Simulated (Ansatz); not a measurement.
One geometry of Mg₁₀O₁₃H₆, several levels of theory.

```yaml
crystal:
  periodic: [false, false, false]
  atoms:
    - {symbol: Mg, position_ang: [-3.134753, 0.271940, 0.230714]}
    - {symbol: Mg, position_ang: [0.579740, -0.273104, 3.040365]}
    - {symbol: Mg, position_ang: [0.110331, 1.847984, 1.038892]}
    - {symbol: Mg, position_ang: [0.916038, -0.455964, -2.083264]}
    - {symbol: Mg, position_ang: [-0.193084, -1.596649, 0.455789]}
    - {symbol: Mg, position_ang: [2.250285, 0.202148, 0.150361]}
    - {symbol: Mg, position_ang: [-1.284296, 1.363931, -1.357731]}
    - {symbol: Mg, position_ang: [-2.149382, 1.501900, 2.446235]}
    - {symbol: Mg, position_ang: [-2.207678, -1.454547, -1.773638]}
    - {symbol: Mg, position_ang: [-2.351144, -1.613518, 2.109253]}
    - {symbol: O, position_ang: [-0.468504, -1.911181, -2.556380]}
    - {symbol: O, position_ang: [2.803716, 0.138494, -1.778589]}
    - {symbol: O, position_ang: [1.593982, -1.839980, -0.394056]}
    - {symbol: O, position_ang: [-2.911400, 0.305735, -1.699028]}
    - {symbol: O, position_ang: [-0.080111, 1.103378, -2.909304]}
    - {symbol: O, position_ang: [-2.205741, -1.774932, 0.145290]}
    - {symbol: O, position_ang: [0.186687, 0.275168, -0.272771]}
    - {symbol: O, position_ang: [1.969880, 2.221145, 0.514707]}
    - {symbol: O, position_ang: [-0.463391, -1.740531, 2.426376]}
    - {symbol: O, position_ang: [2.366796, -0.164839, 2.172273]}
    - {symbol: O, position_ang: [-1.860065, 1.968854, 0.514873]}
    - {symbol: O, position_ang: [-3.361486, 0.029601, 2.182057]}
    - {symbol: O, position_ang: [-0.298250, 1.432425, 2.940724]}
    - {symbol: H, position_ang: [-0.123053, -2.820389, -2.541955]}
    - {symbol: H, position_ang: [3.074361, 0.972754, -2.198568]}
    - {symbol: H, position_ang: [2.227550, -2.575144, -0.420880]}
    - {symbol: H, position_ang: [-0.434263, 1.122523, -3.812964]}
    - {symbol: H, position_ang: [2.572458, 2.880313, 0.890968]}
    - {symbol: H, position_ang: [2.874787, 0.582505, 2.540248]}
basis:
  gaussian: {orbitals: def2-TZVP, fitting: {mean_field: def2-universal-jkfit}, initial_orbitals: start.molden}
hamiltonian: {xc: pbe, dispersion: d4}
scf: {omitted_lower_state_checks: [starts]}
output: {orbitals: {seedname: orbitals}}
```

The file start.molden holds the orbitals of an earlier run on this structure, at another level or in another basis.

```sh
$ ansatz run in.yaml --threads 2 --pin off --events-out ev --progress --plain --max-ram 22528MiB --backend cuda --devices 0, --max-vram 18GiB
```

Output, abridged:

```
Functional definition: PBE
2229 factors; integrals over basis functions are off by at most 8.8e-1 eV
mean field evaluation 1: about -81141.1805 eV, gradient 2.2e1 eV
mean field evaluation 2: about -81141.7409 eV, gradient 6.7e-1 eV
mean field evaluation 4: about -81141.7310 eV, gradient 1.6e-1 eV
mean field evaluation 8: about -81141.7311 eV, gradient 2.1e-5 eV
mean field -81141.73109549 eV, -2981.9036179184 hartree, gradient 2.1e-5 eV, S^2 0.000000; 0 other end points of the search recorded, 0 dependent functions left out
reference -81141.73119995 eV, -2981.9036217575 hartree; 115, 115 occupied and 644, 644 virtual orbitals, 2229 factors
Total energy: -81143.40661684 eV, -2981.9651921925 hartree
Checks for a lower state left out: starts
```

It took 5.5 s on 2 threads of AMD EPYC 7R13 on a shared host and a share (18 GiB) of an NVIDIA H100 80GB HBM3.

The first input with `hamiltonian: {xc: {name: BLYP}, dispersion: d4}` (abridged; 5.5 s):

```
Functional definition: BLYP
mean field -81201.04357795 eV, -2984.0833114456 hartree, gradient 9.4e-6 eV, S^2 0.000000
Total energy: -81204.43556236 eV, -2984.2079645733 hartree
Checks for a lower state left out: starts
```

As the first input, with `gaussian: {orbitals: def2-SVP, initial_orbitals: start.molden}`, `hamiltonian: {xc: {text: "exchange = 0.90*pbe_x + 0.10*exact_x\ncorrelation = pbe_c"}}` (abridged; 3.6 s):

```
Functional definition: unnamed
mean field -81093.11615990 eV, -2980.1170519882 hartree, gradient 3.1e-5 eV, S^2 0.000000
Total energy: -81093.11625939 eV, -2980.1170556441 hartree
Checks for a lower state left out: starts
```

The first input with `gaussian: {orbitals: def2-SVP, initial_orbitals: start.molden}`, `hamiltonian: {xc: {text: "exchange = 0.50*pbe_x + 0.50*exact_x\ncorrelation = pbe_c"}}` (abridged; 5.5 s):

```
Functional definition: unnamed
mean field -81101.69217256 eV, -2980.4322146402 hartree, gradient 4.8e-5 eV, S^2 0.000000
Total energy: -81101.69223071 eV, -2980.4322167773 hartree
Checks for a lower state left out: starts
```

As the first input, with `gaussian: {orbitals: def2-SVP, initial_orbitals: start.molden}`, `hamiltonian: {xc: {text: "exchange = 0.95*pbe_x + 0.05*exact_x\ncorrelation = pbe_c"}}` (abridged; 3.4 s):

```
Functional definition: unnamed
mean field -81092.21660640 eV, -2980.0839940067 hartree, gradient 1.9e-5 eV, S^2 0.000000
Total energy: -81092.21671045 eV, -2980.0839978304 hartree
Checks for a lower state left out: starts
```

Geometry: PBE-D4/def2-SVP.

Single mean-field runs in def2-TZVP are fitted with def2-universal-jkfit.
